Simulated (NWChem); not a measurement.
System: CH$_{5}$CuO; SMILES [OH2]->[Cu][CH3]

Excerpt of the output:

```
             Northwest Computational Chemistry Package (NWChem) 7.3.0
             --------------------------------------------------------

                             Geometry "geometry" -> ""
                             -------------------------

 Output coordinates in angstroms (scale by  1.889725989 to convert to a.u.)

  No.       Tag          Charge          X              Y              Z
 ---- ---------------- ---------- -------------- -------------- --------------
    1 Cu                  29.0000    -0.00031300    -0.11888600    -0.00924800
    2 C                    6.0000     0.00004900    -2.01177600     0.00737700
    3 H                    1.0000     0.85280400    -2.41431700    -0.56682300
    4 H                    1.0000    -0.92372800    -2.41399000    -0.44407200
    5 H                    1.0000     0.07079400    -2.41173200     1.03382900
    6 O                    8.0000    -0.00059100     1.87382400     0.00141400
    7 H                    1.0000     0.76964100     2.23837100     0.45650800
    8 H                    1.0000    -0.76952100     2.23829300     0.45877000

 Effective nuclear repulsion energy (a.u.)     170.8866004285

  xc_inp: hfexch multiplicative factor not found.
                              NWChem Property Module
                              ----------------------

  itol2e modified to match energy
  convergence criterion.

                                 NWChem DFT Module
                                 -----------------

 Summary of "ao basis" -> "ao basis" (spherical)
 ------------------------------------------------------------------------------
       Tag                 Description            Shells   Functions and Types
 ---------------- ------------------------------  ------  ---------------------
 Cu                          6-31g*                 12       34   5s4p2d1f
 C                           6-31g*                  6       14   3s2p1d
 H                           6-31g*                  2        2   2s
 O                           6-31g*                  6       14   3s2p1d

  itol2e modified to match energy
  convergence criterion.

            General Information
            -------------------
          SCF calculation type: DFT
          Wavefunction type:  closed shell.
          No. of atoms     :     8
          No. of electrons :    48
           Alpha electrons :    24
            Beta electrons :    24
          Charge           :     0
          Spin multiplicity:     1
          Use of symmetry is: off; symmetry adaption is: off
          Maximum number of iterations: 150
          AO basis - number of functions:    72
                     number of shells:    34
          Convergence on energy requested:  1.00D-07
          Convergence on density requested:  1.00D-05
          Convergence on gradient requested:  5.00D-04

              XC Information
              --------------
                     Hartree-Fock (Exact) Exchange  1.000

      Superposition of Atomic Density Guess
      -------------------------------------

 Sum of atomic energies:       -1753.55347535

      Non-variational initial energy
      ------------------------------

 Total energy =   -1754.234950
 1-e energy   =   -2779.670230
 2-e energy   =     854.548680
 HOMO         =      -0.360735
 LUMO         =      -0.049985

   convergence    iter        energy       DeltaE   RMS-Dens  Diis-err
 ---------------- ----- ----------------- --------- --------- ---------
 d= 0,ls=0.0,diis     1  -1754.0689271281 -1.92D+03  2.45D-02  1.83D+00
 d= 0,ls=0.0,diis     2  -1754.0701632693 -1.24D-03  1.26D-02  3.29D+00
 d= 0,ls=0.0,diis     3  -1754.2305881455 -1.60D-01  1.84D-03  1.38D-02
 d= 0,ls=0.0,diis     4  -1754.2340373195 -3.45D-03  1.22D-03  6.54D-03
 d= 0,ls=0.0,diis     5  -1754.2352035903 -1.17D-03  9.69D-04  1.38D-03
  Resetting Diis
 d= 0,ls=0.0,diis     6  -1754.2356001211 -3.97D-04  4.75D-04  2.86D-04
 d= 0,ls=0.0,diis     7  -1754.2356768087 -7.67D-05  8.26D-05  4.12D-05
 d= 0,ls=0.0,diis     8  -1754.2356828963 -6.09D-06  5.15D-05  1.58D-05
 d= 0,ls=0.0,diis     9  -1754.2356855051 -2.61D-06  7.79D-05  9.99D-06
 d= 0,ls=0.0,diis    10  -1754.2356880005 -2.50D-06  3.20D-05  8.99D-07
 d= 0,ls=0.0,diis    11  -1754.2356883218 -3.21D-07  7.54D-06  4.94D-08
 d= 0,ls=0.0,diis    12  -1754.2356883402 -1.84D-08  1.47D-06  3.59D-09

         Total DFT energy =    -1754.235688340218
      One electron energy =    -2789.190483602250
           Coulomb energy =      945.065340039143
    Exchange-Corr. energy =      -80.997145205582
 Nuclear repulsion energy =      170.886600428472

 Numeric. integr. density =        0.000000000000

                       DFT Final Molecular Orbital Analysis
                       ------------------------------------

 Vector   22  Occ=2.000000D+00  E=-4.192465D-01
              MO Center=  1.8D-02, -6.9D-01,  9.0D-02, r^2= 1.7D+00
   Bfn.  Coefficient  Atom+Function         Bfn.  Coefficient  Atom+Function
  ----- ------------  ---------------      ----- ------------  ---------------
    19      0.617388  1 Cu d -1              24      0.385146  1 Cu d -1
    39      0.223609  2 C  pz                54      0.215561  5 H  s
    53      0.165828  5 H  s                 50     -0.113711  3 H  s
    49     -0.088898  3 H  s                 52     -0.088879  4 H  s
    59     -0.082210  6 O  pz                51     -0.069692  4 H  s

 Vector   23  Occ=2.000000D+00  E=-3.719970D-01
              MO Center= -2.0D-04, -8.3D-01, -6.1D-03, r^2= 1.6D+00
   Bfn.  Coefficient  Atom+Function         Bfn.  Coefficient  Atom+Function
  ----- ------------  ---------------      ----- ------------  ---------------
    22      0.442410  1 Cu d  2              38     -0.334518  2 C  py
    42     -0.298242  2 C  py                27      0.295488  1 Cu d  2
    20      0.257192  1 Cu d  0              40     -0.226471  2 C  s
    25      0.171524  1 Cu d  0              14      0.113781  1 Cu s
    10     -0.102014  1 Cu s                 58     -0.100444  6 O  py

 Vector   24  Occ=2.000000D+00  E=-2.733560D-01
              MO Center= -6.2D-05, -8.1D-01,  2.4D-02, r^2= 2.3D+00
   Bfn.  Coefficient  Atom+Function         Bfn.  Coefficient  Atom+Function
  ----- ------------  ---------------      ----- ------------  ---------------
    14      0.416581  1 Cu s                 22      0.303275  1 Cu d  2
    38      0.298196  2 C  py                10     -0.278149  1 Cu s
    42      0.225092  2 C  py                 6      0.213666  1 Cu s
    27      0.194746  1 Cu d  2              20      0.176933  1 Cu d  0
    25      0.113206  1 Cu d  0              54     -0.093819  5 H  s

 Vector   25  Occ=0.000000D+00  E= 8.839498D-02
              MO Center= -7.7D-04,  1.3D+00,  7.6D-01, r^2= 5.5D+00
   Bfn.  Coefficient  Atom+Function         Bfn.  Coefficient  Atom+Function
  ----- ------------  ---------------      ----- ------------  ---------------
    16      0.808565  1 Cu py                14      0.739842  1 Cu s
    60     -0.604981  6 O  s                 17      0.457147  1 Cu pz
    10      0.350979  1 Cu s                 70      0.212826  7 H  s
    72      0.212888  8 H  s                 50      0.182914  3 H  s
    52      0.173580  4 H  s                 40     -0.168748  2 C  s

 Vector   26  Occ=0.000000D+00  E= 1.041376D-01
              MO Center=  5.6D-03,  3.1D-02,  2.5D-02, r^2= 8.0D+00
   Bfn.  Coefficient  Atom+Function         Bfn.  Coefficient  Atom+Function
  ----- ------------  ---------------      ----- ------------  ---------------
    15      1.118866  1 Cu px                52      0.174401  4 H  s
    50     -0.161512  3 H  s                 61     -0.126965  6 O  px
    57     -0.091349  6 O  px                11     -0.076364  1 Cu px
     7     -0.071645  1 Cu px                41     -0.069436  2 C  px
    37     -0.053911  2 C  px                70      0.044426  7 H  s

 Vector   27  Occ=0.000000D+00  E= 1.142209D-01
              MO Center= -6.1D-03,  2.2D-01, -7.1D-01, r^2= 7.4D+00
   Bfn.  Coefficient  Atom+Function         Bfn.  Coefficient  Atom+Function
  ----- ------------  ---------------      ----- ------------  ---------------
    17      1.036037  1 Cu pz                16     -0.342378  1 Cu py
    14     -0.337743  1 Cu s                 60      0.299861  6 O  s
    54     -0.234495  5 H  s                 10     -0.138492  1 Cu s
    70     -0.116966  7 H  s                 72     -0.116936  8 H  s
    40      0.079529  2 C  s                 12      0.070356  1 Cu py

     Multipole analysis of the density
     ---------------------------------

     L   x y z        total         alpha         beta         nuclear
     -   - - -        -----         -----         ----         -------
     0   0 0 0     -0.000000    -24.000000    -24.000000     48.000000

     1   1 0 0      0.000378      0.012964      0.012964     -0.025551
     1   0 1 0      2.525723      4.372531      4.372531     -6.219340
     1   0 0 1      0.614054     -0.378560     -0.378560      1.371174

[...]

          -----------------------------------------
          Chemical Shielding Tensors (GIAO, in ppm)
          -----------------------------------------

                                NWChem CPHF Module
                                ------------------

  scftype          =     RHF
  nclosed          =       24
  nopen            =        0
  variables        =     1152
  # of vectors     =        3
  tolerance        = 0.10D-03
  level shift      = 0.00D+00
  max iterations   =       50
  max subspace     =       30

 SCF residual:    2.6720430849153987E-005

Iterative solution of linear equations
  No. of variables     1152
  No. of equations        3
  Maximum subspace       30
        Iterations       50
       Convergence  1.0D-04

   iter   nsub   residual    time
   ----  ------  --------  ---------
     1      3    1.18D+00      29.6
     2      6    4.86D-01      32.7
     3      9    2.14D-01      35.7
     4     12    2.38D-02      39.1
     5     15    6.68D-03      42.2
     6     18    8.16D-04      45.2
     7     21    2.59D-04      48.1
     8     24    7.40D-05      51.1

      Atom:    1  Cu
        Diamagnetic
   2384.7957     -0.0053     -0.0012
     -0.0053   2416.6443     -0.1610
     -0.0012     -0.1610   2384.6408

        Paramagnetic
  -2670.5659     -0.4467     -0.9615
     -0.4467      5.4850      2.4476
     -0.9615      2.4476  -2666.3500

        Total Shielding Tensor
   -285.7702     -0.4519     -0.9627
     -0.4519   2422.1293      2.2866
     -0.9627      2.2866   -281.7092

           isotropic =     618.2167
          anisotropy =    2705.8720

          Principal Components and Axis System
                 1           2           3
             2422.1313   -285.9869   -281.4945

      1        -0.0002      0.9756     -0.2196
      2         1.0000     -0.0000     -0.0009
      3         0.0008      0.2196      0.9756

      Atom:    2  C
        Diamagnetic
    244.8209     -0.0029      0.0038
     -0.0029    257.4969     -0.3434
      0.0038     -0.3434    244.8563

        Paramagnetic
    -12.2238     -0.0183     -0.0854
     -0.0183    -48.5299      0.0342
     -0.0854      0.0342    -14.2804

        Total Shielding Tensor
    232.5971     -0.0212     -0.0816
     -0.0212    208.9670     -0.3092
     -0.0816     -0.3092    230.5758

           isotropic =     224.0466
          anisotropy =      12.8306

          Principal Components and Axis System
                 1           2           3
              232.6004    230.5770    208.9625

      1         0.9992      0.0402      0.0009
      2        -0.0004     -0.0143      0.9999
      3        -0.0402      0.9991      0.0143

      Atom:    3  H
        Diamagnetic
     31.9892     -5.3962     -5.4060
     -5.3962     31.3760      3.5140
     -5.4060      3.5140     27.5269

        Paramagnetic
      4.2742      0.9421      0.7636
      0.9421      2.6246     -0.5026
      0.7636     -0.5026      4.9648

        Total Shielding Tensor
     36.2634     -4.4541     -4.6424
     -4.4541     34.0005      3.0114
     -4.6424      3.0114     32.4917

           isotropic =      34.2519
          anisotropy =      12.6844

          Principal Components and Axis System
                 1           2           3
               42.7081     30.6809     29.3666

      1         0.7056      0.4398      0.5556
      2        -0.5254      0.8509     -0.0063
      3        -0.4755     -0.2875      0.8314

      Atom:    4  H
        Diamagnetic
     33.3817      5.8374      4.5947
      5.8374     31.3738      2.7336
      4.5947      2.7336     26.1351

        Paramagnetic
      4.0790     -1.0155     -0.6489
     -1.0155      2.6339     -0.3598
     -0.6489     -0.3598      5.1594

        Total Shielding Tensor
     37.4608      4.8219      3.9458
      4.8219     34.0077      2.3738
      3.9458      2.3738     31.2945

           isotropic =      34.2543
          anisotropy =      12.6775

          Principal Components and Axis System
                 1           2           3
               42.7060     30.6871     29.3699

      1         0.7643     -0.4781     -0.4328
      2         0.5256      0.8506     -0.0114
      3         0.3736     -0.2188      0.9014

      Atom:    5  H
        Diamagnetic
     23.9432     -0.4434      0.8044
     -0.4434     31.3393     -6.5511
      0.8044     -6.5511     35.5743

        Paramagnetic
      5.2721      0.0729     -0.1105
      0.0729      2.7601      1.2602
     -0.1105      1.2602      3.7441

        Total Shielding Tensor
     29.2154     -0.3705      0.6939
     -0.3705     34.0993     -5.2909
      0.6939     -5.2909     39.3184

           isotropic =      34.2110
          anisotropy =      12.6647

          Principal Components and Axis System
                 1           2           3
               42.6542     30.8111     29.1679

      1         0.0583      0.0314      0.9978
      2        -0.5269      0.8499      0.0041
      3         0.8479      0.5260     -0.0661

      Atom:    6  O
        Diamagnetic
    396.7526      0.0079     -0.0177
      0.0079    397.9033      6.1082
     -0.0177      6.1082    384.9284

        Paramagnetic
      5.2157      0.0174     -0.0572
      0.0174    -76.0297      0.8695
     -0.0572      0.8695    -48.1489

        Total Shielding Tensor
    401.9684      0.0252     -0.0749
      0.0252    321.8736      6.9777
     -0.0749      6.9777    336.7795

           isotropic =     353.5405
          anisotropy =      72.6419

          Principal Components and Axis System
                 1           2           3
              401.9684    339.5361    319.1170

      1         1.0000      0.0010     -0.0006
      2         0.0002      0.3674      0.9301
      3        -0.0011      0.9301     -0.3674

      Atom:    7  H
        Diamagnetic
     33.3321      8.5908      8.8978
      8.5908     26.0580      5.5956
      8.8978      5.5956     22.5685

        Paramagnetic
      3.4164     -1.3580     -1.6263
     -1.3580      3.5427     -1.2017
     -1.6263     -1.2017      1.9705

        Total Shielding Tensor
     36.7485      7.2328      7.2714
      7.2328     29.6007      4.3940
      7.2714      4.3940     24.5390

           isotropic =      30.2961
          anisotropy =      21.7614

          Principal Components and Axis System
                 1           2           3
               44.8037     25.1092     20.9754

      1         0.7844     -0.5183     -0.3407
      2         0.4849      0.8550     -0.1840
      3         0.3866     -0.0208      0.9220
```

Level: Hartree-Fock/6-31G* (spherical d), GIAO. The geometry was optimised at PBE0/def2-SVP. The printed shielding anisotropy is the first printed principal value minus the mean of the other two.

Problem. Write an input that gives this output.

Solution. This is not unique; one that fits is the input that was run:
```
start job
memory heap 200 mb stack 900 mb global 1100 mb
geometry units angstroms noautosym nocenter noautoz
  Cu    -0.000313    -0.118886    -0.009248
  C      0.000049    -2.011776     0.007377
  H      0.852804    -2.414317    -0.566823
  H     -0.923728    -2.413990    -0.444072
  H      0.070794    -2.411732     1.033829
  O     -0.000591     1.873824     0.001414
  H      0.769641     2.238371     0.456508
  H     -0.769521     2.238293     0.458770
end
basis spherical
  * library 6-31g*
end
dft
  xc hfexch
  iterations 150
end
property
  shielding 7 1 2 3 4 5 6 7
end
task dft property
```
